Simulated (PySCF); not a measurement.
Isomers of C7H4ClFO, mass 157.993 u with the commonest isotopes. The calculation used PBE0-D3(BJ)/def2-SVP geometry optimisation, gas phase in PySCF. One conformer each, none proved a minimum here; rigid rotors.

Problem. Order these by rotational constant C, largest first.
A. `[O:1]=[C:2]([Cl:3])[c:4]1[cH:5][cH:6][c:7]([F:8])[cH:9][cH:10]1` with O1–C2–C4–C5 -179°
B. `[O:1]=[C:2]([Cl:3])[c:4]1[cH:5][cH:6][cH:7][cH:8][c:9]1[F:10]` with O1–C2–C4–C5 13°
C. `[O:1]=[C:2]([F:3])[c:4]1[cH:5][cH:6][c:7]([Cl:8])[cH:9][cH:10]1` with O1–C2–C4–C5 180°
D. `[O:1]=[C:2]([Cl:3])[c:4]1[cH:5][cH:6][cH:7][c:8]([F:9])[cH:10]1` with O1–C2–C4–C5 0°

Solution. B (643.8 MHz), D (557.5 MHz), A (510.0 MHz), C (479.5 MHz).

Problem. Order these by rotational constant B, largest first.
A. `[O:1]=[C:2]([F:3])[c:4]1[cH:5][cH:6][c:7]([Cl:8])[cH:9][cH:10]1` with O1–C2–C4–C5 180°
B. `[O:1]=[C:2]([Cl:3])[c:4]1[cH:5][cH:6][cH:7][c:8]([F:9])[cH:10]1` with O1–C2–C4–C5 0°
C. `[O:1]=[C:2]([Cl:3])[c:4]1[cH:5][cH:6][cH:7][cH:8][c:9]1[F:10]` with O1–C2–C4–C5 13°
D. `[O:1]=[C:2]([Cl:3])[c:4]1[cH:5][cH:6][c:7]([F:8])[cH:9][cH:10]1` with O1–C2–C4–C5 -179°

Solution. C (909.3 MHz), B (766.7 MHz), D (612.1 MHz), A (548.1 MHz).

Problem. Order these by radius of gyration √(Σ m r²/M), largest first.
A. `[O:1]=[C:2]([Cl:3])[c:4]1[cH:5][cH:6][cH:7][cH:8][c:9]1[F:10]` with O1–C2–C4–C5 13°
B. `[O:1]=[C:2]([Cl:3])[c:4]1[cH:5][cH:6][c:7]([F:8])[cH:9][cH:10]1` with O1–C2–C4–C5 -179°
C. `[O:1]=[C:2]([F:3])[c:4]1[cH:5][cH:6][c:7]([Cl:8])[cH:9][cH:10]1` with O1–C2–C4–C5 180°
D. `[O:1]=[C:2]([Cl:3])[c:4]1[cH:5][cH:6][cH:7][c:8]([F:9])[cH:10]1` with O1–C2–C4–C5 0°

Solution. C (2.583 Å), B (2.505 Å), D (2.395 Å), A (2.235 Å).

| SMILES | point group | Ia (u·Å²) | Ib (u·Å²) | Ic (u·Å²) | κ | μa (D) | μb (D) | μc (D) |
| --- | --- | --- | --- | --- | --- | --- | --- | --- |
| O=C(F)c1ccc(Cl)cc1 | Cs | 131.78 | 922.13 | 1053.90 | -0.96 | 2.30 | 0.71 | 0.01 |
| O=C(Cl)c1ccc(F)cc1 | – | 165.36 | 825.68 | 991.01 | -0.92 | 2.30 | 0.83 | 0.02 |
| O=C(Cl)c1ccccc1F | C1 | 238.18 | 555.76 | 784.95 | -0.64 | 3.92 | 0.53 | 0.33 |
| O=C(Cl)c1cccc(F)c1 | Cs | 247.38 | 659.19 | 906.56 | -0.72 | 2.75 | 0.77 | 0.01 |
